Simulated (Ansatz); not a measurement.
Energy difference 2 R1 → P1, each structure at its B3LYP-D3(BJ)/def2-TZVP stationary point, reached from a drawn start (curvature not checked).
R1, Br2Co (SMILES [Br][Co][Br]) (charge 0, multiplicity 4):
```
atom    x (Å)    y (Å)    z (Å)
----  -------  -------  -------
Co     0.0000   0.0000  -0.0013
Br     2.2416  -0.0037   0.0090
Br    -2.2416   0.0037  -0.0077
```
P1, Br4Co2 (SMILES [Br][Co]1<-[Br][Co]([Br])<-[Br]1) (charge 0, multiplicity 7, Z-matrix in Å and degrees):
```
Co
Br 1 2.2627
Br 1 2.4561 2 132.14
Co 3 2.4562 1 84.31 2 179.33
Br 4 2.2627 3 132.10 1 -179.08
Br 4 2.4561 5 132.21 3 -179.05
```

P less R. No zero-point or thermal terms; open shells are unrestricted; no spin–orbit coupling. One arrangement of each flexible species, with no search for the lowest. The spin states of the d-block species are the ones drawn and need not be the lowest.

Run with Ansatz (Gaussian basis) for Hartree–Fock, density functionals and correlated methods. No computed number here is a measurement.

**Question.** One of these levels gives -0.995 eV for the reaction energy. Which?
A) PBE/def2-TZVPP
B) BLYP/def2-TZVPP
C) wB97X-V/def2-TZVPP

**Answer.** B, BLYP/def2-TZVPP. The others give -1.319 (PBE/def2-TZVPP), -1.516 (wB97X-V/def2-TZVPP)

Ansatz is a program for electronic structure.
